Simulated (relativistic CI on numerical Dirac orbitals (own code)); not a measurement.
Method of calculation: Dirac-Coulomb-Breit CI, orbitals from a KLI potential per configuration, a model potential for QED, unscaled Slater integrals (own radial code, finite nucleus).

Configurations in the expansion (outside the closed core [Ne]): 3s²3p⁶3d⁴, 3s²3p⁵3d⁵, 3s3p⁶3d⁵, 3s²3p⁶3d³4s, 3s²3p⁶3d³4p, 3s²3p⁶3d³4d, 3s²3p⁵3d⁴4s, 3s²3p⁶3d³4f, 3s²3p⁵3d⁴4p, 3s3p⁶3d⁴4s, 3p⁶3d⁵4p, 3s3p⁶3d⁴4p, 3s²3p⁶3d²4s4p, 3s²3p⁶3d³5s, 3s3p⁶3d⁴4d, 3s²3p⁶3d³5p, 3s²3p⁶3d³5d, 3s²3p⁶3d³5g, 3s²3p⁶3d³6s, 3p⁶3d⁶, 3p⁵3d⁷, 3p⁵3d⁶4s, 3p⁶3d⁵4s, 3p⁵3d⁵4s², 3s²3p⁶3d²4s², 3s²3p⁶3d4s²4p, 3s²3p⁶3d4s²4d, 3s²3p⁶3d²4p², 3s²3p⁶3d4s4p², 3s²3p⁶3d4p³, 3s²3p⁶3d4p²4d, 3s²3p⁵3d²4s4p², 3s²3p⁶3d²4s4d, 3s²3p⁶3d4s4p4d, 3s²3p⁶3d4s4d², 3s²3p⁵3d²4s²4d, 3s3p⁶3d³4s², 3s3p⁶3d²4s²4p, 3s3p⁶3d²4s²4d. Double excitations out of closed p, d and f shells are left out; levels of such configurations are missing from the list, as are those of other unlisted configurations, and high levels can miss mixing partners. These lack a partner that the ground configuration has and come out too high: 3s²3p⁵3d⁴4p.

At this charge energies of transitions that change n are usually good to better than 1 %, and those within a shell (Δn = 0) to a few per cent.

Outline of the computed level scheme of W LIII. Lowest level of each configuration: 3s²3p⁶3d⁴ ³P0 at 0.000 eV; 3s²3p⁵3d⁵ ⁵D°4 at 367.095 eV.

Some strong electric-dipole decays among the lowest 45 levels: 3s²3p⁵3d⁵ ³D°1 → 3s²3p⁶3d⁴ ³P0 (1.6e+12 s⁻¹); 3s²3p⁵3d⁵ ³F°2 → 3s²3p⁶3d⁴ ⁵D1 (4.0e+10 s⁻¹); 3s²3p⁵3d⁵ ³D°1 → 3s²3p⁶3d⁴ ⁵D2 (9.0e+09 s⁻¹); 3s²3p⁵3d⁵ ⁵P°1 → 3s²3p⁶3d⁴ ⁵D0 (7.8e+09 s⁻¹); 3s²3p⁵3d⁵ ⁵D°4 → 3s²3p⁶3d⁴ ³F4 (6.9e+09 s⁻¹); 3s²3p⁵3d⁵ ³P°2 → 3s²3p⁶3d⁴ ³F3 (6.5e+09 s⁻¹); 3s²3p⁵3d⁵ ³F°2 → 3s²3p⁶3d⁴ ³F3 (6.0e+09 s⁻¹); 3s²3p⁵3d⁵ ³P°2 → 3s²3p⁶3d⁴ ⁵D1 (5.8e+09 s⁻¹).

LS names give the leading component of a level, which can be under half, so a name can repeat, a term be missing and a line seem to break the LS rules.
